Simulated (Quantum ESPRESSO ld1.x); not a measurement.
Results of a calculation; reference values are marked as such.
Er43+, 25 electrons, occupied as [Ar] 3d7.

Level of theory: scalar-relativistic Kohn-Sham, revPBE, spin-unpolarised, spherical densities, point nucleus (ld1.x of Quantum ESPRESSO 7.5).

Energy parts (eV):
| part | energy |
|---|---|
| total | -318589.7 |
| kinetic | 348199.9 |
| electron-nucleus | -718189.8 |
| Hartree | 56732.4 |
| exchange-correlation | -5332.3 |

Orbitals (lengths in bohr, moments of r in powers of bohr; r(max) is where P^2 peaks):
1s: occ. 2; eigenvalue (eV) -59661.1; <r> 0.02036; r(max) 0.013
2s: occ. 2; eigenvalue (eV) -11869.6; <r> 0.08611; r(max) 0.073
2p: occ. 6; eigenvalue (eV) -10764.3; <r> 0.07636; r(max) 0.060
3s: occ. 2; eigenvalue (eV) -4193.93; <r> 0.2175; r(max) 0.203
3p: occ. 6; eigenvalue (eV) -3856.90; <r> 0.2147; r(max) 0.198
3d: occ. 7; eigenvalue (eV) -3468.26; <r> 0.1922; r(max) 0.161
4s: occ. 0; eigenvalue (eV) -2097.06; <r> 0.4250; r(max) 0.423
4p: occ. 0; eigenvalue (eV) -1965.39; <r> 0.4313; r(max) 0.430

The highest occupied level is 3d at -3468.3 eV. The density falls to 0.001 e/bohr^3 at r = 0.69 bohr.
